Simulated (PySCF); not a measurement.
## Splitting trees

Mapped SMILES: `[CH2:1]=[CH:2][C:3](=[CH2:4])/[CH:5]=[N:6]\[CH3:7]`; H(Xn) means a hydrogen on atom n. Ha(C4) is cis to C2; Ha(C1) is cis to C3; Hb(C4) is trans to C2; Hb(C1) is trans to C3.

Level of theory: PBE0-D3(BJ)/def2-SVP structure, B3LYP/pcJ-1 coupling constants (spin–dipole term only in couplings to heteroatoms), shieldings: GIAO PBE0/pcSseg-1, in PySCF 2.14.0 with density-fitted response routines (in vacuum, no relativistic terms, equivalent nuclei averaged, single conformer).

References, each an isolated molecule treated in the same way: 1H against TMS.

Spectrometer: 600 MHz for 1H. First-order analysis; couplings under 1 Hz (under 4 Hz in carbon signals) are ignored, and nearly equal couplings are merged; the smaller ones broaden or split the lines further.

Task: What pattern does Hb(C1) show (1H)?

Result: A doublet of triplets at δ 5.50: 12.0 Hz to H(C2) (1 × 1H, 3 bonds away), 1.4 Hz to Hb(C4) and Ha(C4) (2 × 1H, 5 bonds away). Lines in Hz from the centre (relative intensity): +7.4 (1), +6.0 (2), +4.6 (1), -4.6 (1), -6.0 (2), -7.4 (1). The outer lines are 14.8 Hz apart, the sum of the couplings kept, or 0.025 ppm at this field.

Task: What pattern does Ha(C1) show (1H)?

Result: A doublet of doublets at δ 5.54: 19.1 Hz to H(C2) (1 × 1H, 3 bonds away), 1.0 Hz to Hb(C4) (1 × 1H, 5 bonds away). Lines in Hz from the centre (relative intensity): +10.1 (1), +9.1 (1), -9.1 (1), -10.1 (1). The outer lines are 20.1 Hz apart, the sum of the couplings kept, or 0.034 ppm at this field.

Task: What pattern does H(C5) show (1H)?

Result: A quartet of doublets at δ 8.21: 3.0 Hz to H(C7) (3 × 1H, 4 bonds away), 1.4 Hz to Hb(C4) (1 × 1H, 4 bonds away). Lines in Hz from the centre (relative intensity): +5.2 (1), +3.8 (1), +2.2 (3), +0.8 (3), -0.8 (3), -2.2 (3), -3.8 (1), -5.2 (1). The outer lines are 10.4 Hz apart, the sum of the couplings kept, or 0.017 ppm at this field.

Task: What pattern does H(C7) show (1H)?

Result: A doublet at δ 3.52: 3.0 Hz to H(C5) (1 × 1H, 4 bonds away). Lines in Hz from the centre (relative intensity): +1.5 (1), -1.5 (1). The outer lines are 3.0 Hz apart, the sum of the couplings kept, or 0.005 ppm at this field.

Unscaled 3J(H,H) at this level run about 10 % above measured values.
